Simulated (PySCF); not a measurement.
**Co⁺: excitation energy**

Co⁺ [Ar] 3d8 (3F) → Co⁺ [Ar] 3d7 4s1 (5F), as a difference of total energies. Computed with PySCF 2.14 in ANO-RCC-VTZP, with scalar relativity by spin-free X2C-1e. Correlated levels: valence: [Ar] frozen. The calculations carry no spin-orbit coupling.

```json
{"method": "UHF", "excitation energy (eV)": "-1.222"}
{"method": "MP2 (valence)", "excitation energy (eV)": "0.830"}
{"method": "SCS-MP2 (valence)", "excitation energy (eV)": "0.875"}
{"method": "CCSD (valence)", "excitation energy (eV)": "0.328"}
{"method": "CCSD(T) (valence)", "excitation energy (eV)": "0.379"}
```

Errors of the correlated levels include the incompleteness of this basis and the frozen core.

The basis was made for the ground configuration and has no added diffuse functions, so the excitation energy can come out too high.

Q: Which method comes closest to the reference value, and which is furthest?

A: The reference is 0.429 eV (measured; NIST levels, between the centres of gravity of the two terms). Closest: CCSD(T) (valence) (error -0.050 eV); furthest: UHF (error -1.651 eV).
